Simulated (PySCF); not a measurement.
# Energy of Sm²⁺ (samarium, charge +2) between two integer charges

The 4f alpha orbital of [Xe] 4f6 is emptied in steps (occupation f), with all orbitals relaxed, ending at [Xe] 4f5. Computed with PySCF 2.14 in def2-SVP with the def2 core potential (28 electrons) (10s6p4d3f1g, 78 functions), with scalar relativity through the core potential. The exact energy is a straight line in f; departures are measured from the line between the end points of the same method.

| f | UHF (eV) | LDA (eV) | PBE (eV) |
| --- | --- | --- | --- |
| 1 | 0.000 | 0.000 | 0.000 |
| 0.9 | 0.423 | -0.781 | -0.755 |
| 0.7 | 0.962 | -1.839 | -1.774 |
| 0.5 | 1.116 | -2.208 | -2.127 |
| 0.3 | 0.913 | -1.870 | -1.798 |
| 0.1 | 0.381 | -0.808 | -0.775 |
| 0 | 0.000 | 0.000 | 0.000 |

For PBE, how does the orbital energy at f = 1 compare with the removal energy?

−ε = 16.581 eV against a total-energy difference of 24.940 eV. By Janak's theorem ε = ∂E/∂f, so the gap between them reflects the curvature. Along the path −ε is 18.201 (f = 0.9), 21.499 (f = 0.7), 24.870 (f = 0.5), 28.308 (f = 0.3), 31.808 (f = 0.1) eV.

```json
{"method": "UHF", "E(f=0) − E(f=1) (eV)": "21.565", "−ε at f=1 (eV)": "26.332", "−ε at f=0.5 (eV)": "21.418"}
{"method": "LDA", "E(f=0) − E(f=1) (eV)": "25.434", "−ε at f=1 (eV)": "16.790", "−ε at f=0.5 (eV)": "25.343"}
{"method": "PBE", "E(f=0) − E(f=1) (eV)": "24.940", "−ε at f=1 (eV)": "16.581", "−ε at f=0.5 (eV)": "24.870"}
```

Reference removal energy between the ground levels: 23.55 ± 0.08 eV (semi-empirical (NIST evaluation); NIST Atomic Spectra Database, ionization energies). The calculation has no spin-orbit coupling. The determinant left behind need not be the lowest term of the ion. UHF lacks correlation.
